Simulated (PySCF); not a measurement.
These are PySCF with PBE-D3(BJ)/def2-TZVP // r2SCAN-D4/def2-SVP values and carry that method's errors. All species are isolated molecules in the gas phase. 

Reference species: [Zr(Cl)3(H)] (neutral, multiplicity 1).

- LUMO: -3.58 eV
- charge on the central atom (Mulliken): 1.02 e
- coordination number: 4

Changed species: [Zr(Cl)(H)3] (3 of 4 Cl replaced by H; the reference has 1 of 4 Cl replaced by H).

**Question.** Predict the effect on the LUMO, charge on the central atom (Mulliken) and coordination number.

**Answer.** the LUMO goes up by 0.04 eV, to -3.54 eV; the charge on the central atom (Mulliken) falls by 0.26 e, to 0.76 e; the coordination number is nearly the same.
